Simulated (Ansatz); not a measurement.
Cost against result

The pair of N$_{2}$ (SMILES N#N, atoms 1–2) and SiH$_{3}$Cl (SMILES [SiH3]Cl, atoms 3–7), both closed shells, in one local arrangement (a lower one may exist), relaxed at PBE0-D4/def2-TZVP:

N1  (0.313, -0.084, -3.350)
N2  (-0.245, 0.044, -2.423)
Si3  (-0.134, 0.038, 1.194)
Cl4  (1.754, -0.437, 0.536)
H5  (-1.079, -0.988, 0.698)
H6  (-0.494, 1.375, 0.671)
H7  (-0.116, 0.051, 2.675)
(Å)

Interaction energies are counterpoise-corrected; the time is that of the whole pair.

Computed with Ansatz 0.2.0 (basis: as named in each row); correlated methods freeze the cores. B3LYP uses VWN-RPA correlation. Extrapolation: Hartree–Fock as exp(−7.88 √X), correlation as X^−2.97.

Times are rough, for one single point on 4 threads of a shared host (Arm Neoverse V2).

The estimate by CCSD(T) at an estimated basis limit (MP2 extrapolated from triple and quadruple zeta, plus CCSD(T) − MP2 in triple zeta) is -0.038 eV.

| method | basis | time (s) | interaction energy (eV) | method less estimate |
| --- | --- | --- | --- | --- |
| HF | STO-3G | under 1 | -0.020 | 0.019 |
| PBE-D4 | STO-3G | under 1 | -0.053 | -0.014 |
| SPW92 | def2-SVP | under 1 | -0.056 | -0.018 |
| PBE-D4 | def2-SVP | under 1 | -0.043 | -0.004 |
| B3LYP-D4 | 6-31G | under 1 | -0.051 | -0.013 |
| PBE0-D4 | def2-SVP | under 1 | -0.043 | -0.004 |
| CCSD(T) | def2-SVP | under 1 | -0.013 | 0.026 |
| PBE-D4 | def2-TZVPPD | 1 | -0.044 | -0.005 |
| revPBE-D4 | def2-TZVPPD | 1 | -0.026 | 0.013 |
| BLYP-D4 | def2-TZVPPD | 2 | -0.026 | 0.013 |
| PBE0-D4 | def2-TZVPPD | 2 | -0.040 | -0.002 |
| B3LYP-D4 | def2-TZVPPD | 2 | -0.033 | 0.005 |
| HSE06-D4 | def2-TZVPPD | 2 | -0.040 | -0.002 |
| wB97M-V | def2-SVP | 2 | -0.043 | -0.004 |
| r2SCAN-D4 | def2-TZVPPD | 3 | -0.034 | 0.004 |
| B2PLYP | def2-TZVPPD | 3 | -0.010 | 0.029 |
| wB97X-V | def2-TZVPPD | 4 | -0.042 | -0.004 |
| wB97M-V | def2-TZVPPD | 5 | -0.040 | -0.001 |
| B97M-V | def2-TZVPPD | 6 | -0.040 | -0.002 |
| MP2 | def2-QZVPPD | 9 | -0.045 | -0.006 |
| CCSD(T) | def2-TZVPPD | 48 | -0.032 | 0.006 |

No T1 diagnostic of these runs exceeds 0.014.
